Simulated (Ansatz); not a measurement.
Geometry optimisation, RKS r2SCAN/def2-SVP (Ansatz 0.2.0).

The input (input.yaml):

```yaml
crystal:
  periodic: [false, false, false]
  atoms:
    - { symbol: Ga, position_ang: [0.0, 0.0, 0.0] }
    - { symbol: O, position_ang: [0.0, 0.0, 1.79] }
    - { symbol: H, position_ang: [-0.9095, -0.2814, 2.1271] }
    - { symbol: H, position_ang: [1.3596, 0.0, -0.785] }
    - { symbol: H, position_ang: [-1.3596, 0.0, -0.785] }
basis:
  gaussian: { orbitals: def2-SVP }
hamiltonian:
  xc: r2scan
relax:
  f_tol: 0.02
  max_steps: 40
```

Command:

```bash
$ ansatz run input.yaml --threads 1 --pin off --max-ram 2048MiB --backend cpu --events-out ev --progress --plain --runs-dir out
```

Task: Where does it end, and by what steps?

Result: The run converged. After 5 steps the energy has fallen by 0.107 eV; O2 moved furthest, 0.14 Å.

| step | energy less start (eV) | largest force component (eV/Å) | accepted |
| --- | --- | --- | --- |
| 0 | 0.0000 | 1.704 | yes |
| 1 | 0.0375 | 2.913 | no |
| 2 | -0.0961 | 0.354 | yes |
| 3 | -0.1015 | 0.231 | yes |
| 4 | -0.1073 | 0.032 | yes |
| 5 | -0.1075 | 0.004 | yes |

```xyz
5
Properties=species:S:1:pos:R:3
Ga -0.025 -0.022 -0.060
O 0.004 -0.123 1.723
H -0.868 -0.168 2.135
H 1.396 0.049 -0.681
H -1.416 -0.016 -0.770
```

Whether the end is a true minimum wasn't checked by a vibrational analysis.

Run time: 17 s on 1 thread of Arm Neoverse V1 (shared host), peak memory 0.1 GiB.
